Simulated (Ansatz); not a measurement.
Relaxation of ClF4H3SiTa (10 atoms, charge 0, multiplicity 2), to a largest force component of 0.03 eV/Å in at most 50 steps.

Computed with UKS PBE/def2-SVP (Ansatz).

```xyz
10
Properties=species:S:1:pos:R:3
Ta 0.038 -0.001 -0.008
F 1.937 -0.002 0.159
F -0.047 -0.015 1.886
Cl 0.255 0.006 -2.339
F -0.918 1.601 -0.028
F -0.932 -1.595 -0.046
Si 4.726 0.001 -0.067
H 4.337 -1.382 0.382
H 4.205 0.338 -1.436
H 4.390 1.051 0.957
```

**Question.** Where does it end, and by what steps?

**Answer.** The forces met the threshold. After 3 steps the energy has fallen by 0.071 eV; Si7 moved furthest, 0.35 Å.

```
step  energy less start (eV)  largest force component (eV/Å)  accepted
   0                  0.0000                           0.953       yes
   1                 -0.0619                           0.252       yes
   2                 -0.0705                           0.043       yes
   3                 -0.0714                           0.028       yes
```

```xyz
10
Properties=species:S:1:pos:R:3
Ta -0.167 -0.001 -0.003
F 1.695 -0.005 0.190
F -0.303 -0.013 1.888
Cl 0.033 0.011 -2.338
F -1.108 1.612 -0.035
F -1.117 -1.609 -0.052
Si 5.079 0.001 -0.073
H 4.655 -1.373 0.372
H 4.521 0.332 -1.431
H 4.705 1.046 0.943
```

Whether the end is a true minimum wasn't checked by a vibrational analysis.

The run took 20 s on 4 threads of Arm Neoverse V1, on a shared host, peak memory 0.26 GiB.
